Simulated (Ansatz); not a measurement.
Conformers and stereoisomers of C₂H₇ClSi₂, SMILES `[SiH3]C=C[SiH2]Cl`, each relaxed with PBE0-D4/def2-TZVP in Ansatz. CBS adds the triple-zeta coupled-cluster correction to the MP2 limit.

Not all of them had a frequency check.

Conformer A:

Cartesian coordinates in Å:
```
Si 0.267 -0.770 -1.650
C -1.101 -0.413 -0.429
C -0.989 0.230 0.738
Si 0.562 0.967 1.461
Cl 1.890 -0.519 1.984
H 1.520 -0.086 -1.245
H -0.147 -0.297 -2.998
H 0.501 -2.236 -1.722
H -2.089 -0.788 -0.703
H -1.886 0.341 1.350
H 1.259 1.870 0.516
H 0.213 1.703 2.699
```

Conformer B:

Cartesian coordinates in Å:
```
Si 0.186 -2.220 0.660
C 0.070 -0.615 -0.286
C -0.140 0.574 0.291
Si -0.267 2.139 -0.693
Cl 1.206 3.458 -0.115
H -0.864 -3.167 0.198
H 0.004 -1.936 2.107
H 1.511 -2.857 0.434
H 0.184 -0.649 -1.371
H -0.248 0.623 1.375
H -1.562 2.826 -0.469
H -0.080 1.825 -2.130
```

(1) Which is lowest in electronic energy at CCSD(T)/CBS (frozen core, def2 sets), and by how much? (Best estimate.)

(2) Give the energies relative to B (kJ/mol) with PBE-D4/def2-TZVPP, r2SCAN-D4/def2-TZVPP, B3LYP-D4/def2-TZVPP, PBE/def2-TZVPP, B3LYP/def2-TZVPP, SCS-MP2/def2-TZVPP, CCSD/def2-TZVPP. (Best estimate.)

Answers

(1) Computed: B; A lies 10.0 kJ/mol higher.

(2) Ansatz gave: 
```tsv
level	A
PBE-D4/def2-TZVPP	8.1
r2SCAN-D4/def2-TZVPP	9.7
B3LYP-D4/def2-TZVPP	8.4
PBE/def2-TZVPP	11.7
B3LYP/def2-TZVPP	14.3
SCS-MP2/def2-TZVPP	11.6
CCSD/def2-TZVPP	11.6
```

B3LYP here is the variant with VWN-RPA as its local correlation; programs differ in this.
